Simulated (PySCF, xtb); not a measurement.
Si(H)(F)(OH)2 (FH3O2Si), SMILES O[SiH](O)F.

Coordinates come from a PBE0-D3(BJ)/def2-SVP optimisation. One conformer was computed; it need not be the lowest.

Computed with PySCF with C-PCM-B3LYP/def2-SVP.

The values are the electrostatic part of the solvation free energy, E(continuum) − E(gas) at the gas-phase geometry, in a cavity of scaled van der Waals radii (PySCF's table); cavitation and dispersion terms are not included. In vacuum the orbital gap is 9.93 eV. The dipole moment in vacuum is 1.60 D.

Q: Estimate the values in water (ε = 78.36), cyclohexanone (ε = 15.62), toluene (ε = 2.37). (The exact figures need the calculation; the answer reports its results.)

A: 
```tsv
solvent	ε	ΔG(elec) (kcal/mol)	dipole (D)	gap (eV)
water	78.36	-7.2	1.90	10.25
cyclohexanone	15.62	-6.8	1.88	10.23
toluene	2.37	-4.1	1.76	10.12
```

For comparison, GFN2-xTB/ALPB(water) (xtb, at the GFN2-xTB geometry, all terms of that model) gives -8.3 kcal/mol.
